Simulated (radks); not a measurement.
The numbers below are computed, except where a source is named.
Charge is removed step by step from the 3p up level of neutral silicon, starting from [Ne] 3s2 3p(up 2, down 0). Code: a radial shooting solver on a logarithmic mesh with Libxc functionals. Model: scalar-relativistic Kohn-Sham, BLYP, spin-polarised, spherical densities, finite nucleus; Fermi nuclear charge, rms radius 3.1224 fm.

\begin{tabular}{lrrr}
removed (e) & E - E(0) (eV) & eigenvalue (eV) & E minus straight line (eV) \\ \hline
0 & 0.000 & -4.331 & 0.000 \\
0.25 & 1.301 & -6.091 & -0.699 \\
0.5 & 3.053 & -7.945 & -0.947 \\
0.75 & 5.280 & -9.882 & -0.720 \\
1 & 8.000 & -11.892 & 0.000 \\
\end{tabular}

Removing the whole electron costs 8.000 eV by Delta-SCF, against 4.331 eV from minus the eigenvalue at the starting occupation. Slater's transition state (half an electron removed) gives 7.945 eV. Integrating minus the eigenvalue over the occupation (Janak's theorem) gives 8.000 eV. In this scalar-relativistic scheme the density is built from large components alone, so the theorem holds only approximately. The mean slope of the eigenvalue, de/dn, is 7.56 eV per electron. Ionisation energy of Si in the NIST Atomic Spectra Database: 8.152 eV (measured).
